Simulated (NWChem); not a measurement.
Total energies of HCl2Ge

SMILES: [Cl][GeH][Cl]
```xyz
4

Cl    -0.5506    -0.3191     1.7539
Ge     0.5255     0.3509     0.0000
Cl    -0.5506    -0.3191    -1.7539
H      1.9033    -0.3765     0.0000
```
Charge 0, spin multiplicity 2.

Program: NWChem. All single points use one geometry, from UPBE0/def2-SVP, a minimum by its harmonic frequencies.

Basis set: def2-TZVP (128 functions).

```json
[
 {"method": "UHF", "total energy (Ha)": "-2995.03656", "relative cost": "1"},
 {"method": "UMP2", "total energy (Ha)": "-2995.63013", "relative cost": "under 3"},
 {"method": "UB2PLYP", "total energy (Ha)": "-2997.44876", "relative cost": "under 3"},
 {"method": "UPBE", "total energy (Ha)": "-2997.39123", "relative cost": "under 3"},
 {"method": "UB3LYP", "total energy (Ha)": "-2998.15635", "relative cost": "under 3"},
 {"method": "ULDA (SVWN5)", "total energy (Ha)": "-2991.96672", "relative cost": "under 3"}
]
```

Total energies of different functionals aren't comparable as a measure of quality: only differences taken within one method are. Relative cost: rough, from shared machines, SCF included, UHF = 1.

The Hamiltonian is non-relativistic. The correlated methods keep 19 core orbitals frozen. B3LYP has NWChem's definition, with VWN1-RPA local correlation. The structure started from a generated list of species. The unpaired electrons of the parent sit in orbitals of symmetry a' (Cs labels of the run); other states weren't searched. The stability of the SCF solutions was not checked. Open-shell Hartree-Fock references start from PBE0 orbitals; any time given for them includes that run.
